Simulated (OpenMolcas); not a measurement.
## Cu6+: from CASSCF to CASPT2

| Quantity | Value |
| --- | --- |
| Program | OpenMolcas 26.06 |
| Basis | ANO-R2 [6s4p4d2f1g] |
| Scalar Hamiltonian | X2C, finite nucleus |
| Active space | 5 electrons in 10 orbitals (3d 4d) |
| State averaging | 2S+1 = 6 even, 1 root; 2S+1 = 4 even, 24 roots; 2S+1 = 2 even, 52 roots |
| Spin-orbit coupling | state interaction with AMFI integrals over the reference wave functions, term energies averaged over their components |

Methods on the same reference wave functions:
A. CASSCF
B. SS-CASPT2, IPEA 0.25 Eh, imaginary shift 0.1 Eh (closed shells correlated: 3s 3p)
C. MS-CASPT2, IPEA 0.25 Eh, imaginary shift 0.1 Eh (closed shells correlated: 3s 3p)

Energies in cm-1 above 3d5 6S 5/2, the measured ground level; measured values from the list in Gamrath, thesis, University of Mons (2023).

| Level | A | B | C | Measured |
| --- | --- | --- | --- | --- |
| 3d5 6S 5/2 | 0.0 | 0.0 | 0.0 | 0.0 |
| 3d5 4G 5/2 | 50892 | 48310 | 48310 |  |
| 3d5 4G 7/2 | 51021 | 48450 | 48450 |  |
| 3d5 4G 11/2 | 51093 | 48540 | 48540 |  |
| 3d5 4G 9/2 | 51108 | 48550 | 48550 |  |
| 3d5 4P 5/2 | 58190 | 53190 | 53190 | 50732 |
| 3d5 4P 3/2 | 58446 | 53460 | 53460 | 51067 |
| 3d5 4P 1/2 | 58826 | 53870 | 53870 | 51407 |
| 3d5 4D 7/2 | 63301 | 57930 | 57930 | 55742 |
| 3d5 4D 1/2 | 63591 | 58240 | 58240 | 56210 |
| 3d5 4D 3/2 | 63892 | 58560 | 58560 | 56428 |
| 3d5 4D 5/2 | 63976 | 58650 | 58650 | 56427 |
| 3d5 2I 11/2 | 72669 | 70720 | 70720 | 67757 |
| 3d5 2I 13/2 | 72954 | 71040 | 71040 | 67918 |
| 3d5 2D 5/2 [60 %] | 80773 | 74280 | 74300 |  |
| 3d5 2D 3/2 | 82258 | 75580 | 75580 | 72227 |
| 3d5 2F 7/2(1) | 84219 | 78190 | 77950 | 74408 |
| 3d5 4F 9/2 | 84933 | 78980 | 78980 | 75930 |
| 3d5 4F 5/2 | 85053 | 79080 | 79010 | 76019 |
| 3d5 4F 7/2 | 85199 | 79240 | 79310 | 76349 |
| 3d5 4F 3/2 | 85841 | 79760 | 79760 | 76886 |
| 3d5 2F 5/2(1) [50 %] | 86992 | 80700 | 80810 |  |

Deviations, from unrounded energies. A percentage is the sum of absolute deviations over the sum of measured energies, with the sign that they share, or ± where signs differ.

```tsv
Against measurement	Levels	A	B	C
mean absolute deviation (cm-1)	15	7900	2700	2700
other terms of the ground configuration (%)	15	+12.2	+4.2	+4.2
```

B, C lie about equally close to measurement and A furthest from it. The largest miss of C in the table is 3d5 2F 7/2(1), by +3500 cm-1. The ranking rests on the paired levels alone, and a cruder setting can come out closer through cancelling errors.

Between B and C the level of the table that moves most is 3d5 2F 7/2(1), by 240 cm-1 (lowest in C, highest in B). Moves below CASPT2's spread within the term are not significant.

The mean deviations of B to C differ by less than CASPT2's widest spread within a term (710 cm-1), so their order carries little weight.

From A to B the spin-free energies of the other terms of 3d5 shown, above 6S, scale by factors of 0.92 to 0.97.

The lowest spin-free term lies below A's lowest term by 0.361 hartree in B, 0.361 hartree in C.

CASPT2 breaks the degeneracy within a term, and the mean is taken; among the terms shown or strongly mixed into the levels shown the widest spread is 710 cm-1 (3d5 2I, C). Some levels mix across a computed gap that differs much from the measured one, so their mixing is not that of the real levels. Active for correlation alone: 4d; no level in the range computed is led by a configuration that fills it, so any true level of that kind is missing. Without dynamic correlation excited terms often stand tens of per cent too high (terms of higher spin than the ground term too low), and those without a measured partner can miss by more than the paired ones (holds for A). Computed and measured levels are paired by configuration, term and J; levels that our copy of the source lacks, or whose pairing is in doubt (as where it misses far off the trend of its configuration), stay unpaired and out of the deviations. Levels of configurations outside the active space are missing. Levels that lie high or do not pair safely by name in every column are left out.

A share in square brackets marks a mixed level and gives the weight of the term that names it, the lowest over the columns. A number in round brackets counts repeated terms of one configuration in the order of the reference energies.
